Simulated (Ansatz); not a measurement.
`CN1[SiH2]C1F` → `C[SiH](F)C=N`  (isomerisation)

Isolated molecules relaxed with PBE0-D4/def2-TZVP in Ansatz; ΔE leaves out vibrations. CBS: MP2 limit from def2 TZ/QZ plus the TZ coupled-cluster correction, frozen cores. DFT in def2-TZVPP. B3LYP here is the variant with VWN-RPA as its local correlation; programs differ in this. One conformer a species, not always the lowest.

`CN1[SiH2]C1F`:

Z-matrix (Å, degrees):
```
C
N 1 1.434
H 1 1.097 2 111.3
H 1 1.094 2 111.1 3 -120.8
H 1 1.091 2 109.6 3 119.7
Si 2 1.691 1 154.9 3 -94.7
C 2 1.409 1 128.7 3 50.1
H 6 1.481 2 119.1 1 -99.3
H 6 1.486 2 120.0 1 44.6
F 7 1.390 2 115.5 1 80.7
H 7 1.094 2 118.2 1 -48.0
```

`C[SiH](F)C=N`:

Z-matrix (Å, degrees):
```
C
Si 1 1.853
H 1 1.092 2 111.0
H 1 1.094 2 110.2 3 -119.8
H 1 1.092 2 110.9 3 120.8
F 2 1.606 1 109.7 3 -59.0
C 2 1.884 1 112.4 3 57.2
H 2 1.486 1 111.5 3 -178.1
N 7 1.270 2 124.6 1 -118.2
H 7 1.098 2 119.5 1 61.2
H 9 1.024 7 110.9 2 -0.7
```

```tsv
level	ΔE (kcal/mol)	difference from CCSD(T)/CBS
PBE-D4	-59.6	8.8
r2SCAN-D4	-64.0	4.4
PBE0-D4	-60.9	7.5
B3LYP-D4	-65.6	2.8
ωB97X-V	-63.1	5.3
ωB97M-V	-65.2	3.2
B2PLYP	-67.1	1.3
PBE	-59.7	8.7
r2SCAN	-64.0	4.4
PBE0	-60.9	7.5
B3LYP	-65.7	2.7
HF/def2-TZVPP	-72.3	-3.9
MP2/def2-TZVPP	-67.4	1.0
SCS-MP2/def2-TZVPP	-68.3	0.1
CCSD/def2-TZVPP	-68.6	-0.2
CCSD(T)/def2-TZVPP	-68.2	0.2
HF/def2-QZVPP	-72.4	-4.0
MP2/def2-QZVPP	-67.5	0.9
SCS-MP2/def2-QZVPP	-68.6	-0.2
HF/CBS(def2)	-72.5	-4.1
MP2/CBS(def2)	-67.6	0.8
CCSD/CBS(def2)	-68.9	-0.5
CCSD(T)/CBS	-68.4	0
```

Largest T1 diagnostic among the species: 0.013.

From PBE to PBE0 (25 % exact exchange), in def2-TZVPP and without D4, ΔE moves by −1.2 kcal/mol. In def2-TZVPP, CCSD(T) changes the Hartree–Fock value by +4.1 kcal/mol (the triples alone add +0.5 kcal/mol) and MP2 by +4.9 kcal/mol.
